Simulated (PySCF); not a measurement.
C2H7FSi3, SMILES [SiH2](C#C[SiH2][SiH3])F.

Geometry: PBE-D3(BJ)/def2-SVP. The structure was generated by enumeration, and PubChem lists no compound with its InChIKey, so it may never have been made.

All values below come from PBE/def2-TZVP (PySCF).

Q: Estimate the frontier levels, gap, dipole moment and polarisability. (Estimate from the structure and the level; the computed values follow.)

A: 
```yaml
highest_occupied_level: -6.98 eV
lowest_empty_level: -2.30 eV
orbital_gap: 4.68 eV
dipole_moment: 1.51 D
quadrupole, principal values (traceless, Buckingham form, about the centre of nuclear charge): -6.18, -0.54, 6.72 D·Å
mean_static_polarisability: 114.1 bohr³ (16.91 Å³)
polarisability_principal_values: 84.6, 97.9, 159.8 bohr³
```
